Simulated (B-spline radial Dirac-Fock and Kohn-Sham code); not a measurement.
## The K (1s) hole of copper ions: width and yield against charge

Calculated with a radial finite-basis atomic code, using a relativistic independent-particle model: LDA orbitals of the hole state, radiative multipoles to third order, Auger rates from the Coulomb interaction with a continuum orbital, Dirac-Fock energies. Tabulated ground configurations, configuration averages; single configurations, so decays that open only by mixing (as 1s 2s² with 1s 2p² in Be-like ions) are missing and such tiny yields are far too low.

| ion | configuration | radiative (eV) | non-radiative (eV) | yield |
| --- | --- | --- | --- | --- |
| Cu | [Ar] 3d10 4s1 | 0.662 | 0.807 | 0.451 |
| Cu⁺ | [Ar] 3d10 | 0.662 | 0.805 | 0.451 |
| Cu²⁺ | [Ar] 3d9 | 0.664 | 0.808 | 0.451 |
| Cu³⁺ | [Ar] 3d8 | 0.665 | 0.812 | 0.450 |
| Cu⁴⁺ | [Ar] 3d7 | 0.667 | 0.817 | 0.450 |
| Cu⁵⁺ | [Ar] 3d6 | 0.670 | 0.823 | 0.449 |
| Cu⁶⁺ | [Ar] 3d5 | 0.673 | 0.829 | 0.448 |
| Cu⁷⁺ | [Ar] 3d4 | 0.677 | 0.836 | 0.447 |
| Cu⁸⁺ | [Ar] 3d3 | 0.681 | 0.844 | 0.446 |
| Cu⁹⁺ | [Ar] 3d2 | 0.685 | 0.852 | 0.446 |
| Cu¹⁰⁺ | [Ar] 3d1 | 0.689 | 0.861 | 0.445 |
| Cu¹¹⁺ | [Ne] 3s2 3p6 | 0.694 | 0.871 | 0.444 |
| Cu¹²⁺ | [Ne] 3s2 3p5 | 0.683 | 0.850 | 0.445 |
| Cu¹³⁺ | [Ne] 3s2 3p4 | 0.671 | 0.828 | 0.447 |
| Cu¹⁴⁺ | [Ne] 3s2 3p3 | 0.657 | 0.805 | 0.450 |
| Cu¹⁵⁺ | [Ne] 3s2 3p2 | 0.642 | 0.780 | 0.452 |
| Cu¹⁶⁺ | [Ne] 3s2 3p1 | 0.627 | 0.755 | 0.454 |
| Cu¹⁷⁺ | [Ne] 3s2 | 0.610 | 0.728 | 0.456 |
| Cu¹⁹⁺ | [He] 2s2 2p6 | 0.616 | 0.684 | 0.474 |
| Cu²⁰⁺ | [He] 2s2 2p5 | 0.531 | 0.530 | 0.500 |
| Cu²¹⁺ | [He] 2s2 2p4 | 0.439 | 0.391 | 0.529 |
| Cu²²⁺ | [He] 2s2 2p3 | 0.340 | 0.270 | 0.557 |
| Cu²³⁺ | [He] 2s2 2p2 | 0.234 | 0.173 | 0.574 |
| Cu²⁴⁺ | [He] 2s2 2p1 | 0.121 | 0.105 | 0.535 |
| Cu²⁵⁺ | [He] 2s2 | 6.01e-07 | 0.0697 | 8.63e-06 |
